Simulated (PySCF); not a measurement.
C2H5Si, SMILES [CH2][Si]C (connectivity only; charge and spin as stated), neutral, multiplicity 2. Atoms are numbered in the order given.

```xyz
8

C     -0.3919     1.5673     0.0000
Si     0.5018     0.1218     0.0000
C     -0.3047    -1.5786     0.0000
H      0.0606     2.5511     0.0000
H     -1.4793     1.5432     0.0000
H     -1.3888    -1.4328     0.0000
H     -0.0192    -2.1492    -0.8855
H     -0.0192    -2.1492     0.8855
```
Charge 0, spin multiplicity 2.

Geometry: ωB97X-D3(BJ)/def2-TZVP. The isomer is the one that the SMILES or the coordinates give; other isomers of the formula were not compared.

Computed with PBE/pcH-1 run with PySCF.

Unrestricted Kohn–Sham, ⟨S²⟩ = 0.761. Hyperfine tensors hold the contact and dipolar terms, without spin-orbit corrections.

Computed hyperfine couplings:
```csv
nucleus,A(iso) (MHz),A(iso) (G),dipolar principal values (MHz)
13C no. 1,72.4,25.8,"-23.7, -0.2, 24.0"
29Si no. 2,-543.4,-193.9,"-141.3, 55.8, 85.6"
13C no. 3,75.1,26.8,"-10.9, -10.4, 21.3"
1H no. 4,3.1,1.1,"-5.9, -3.1, 9.0"
1H no. 5,79.6,28.4,"-5.2, 1.1, 4.1"
1H no. 6,48.8,17.4,"-6.6, 0.3, 6.4"
1H no. 7,-3.1,-1.1,"-6.9, -2.5, 9.4"
1H no. 8,-3.1,-1.1,"-6.9, -2.5, 9.4"
```

### Question
And the g tensor (effective nuclear charges for spin-orbit coupling, GIAO)? (Estimate from the structure and the level; the computed values follow.)

### Answer
principal values 2.0003, 2.0023, 2.0052; isotropic 2.0026.
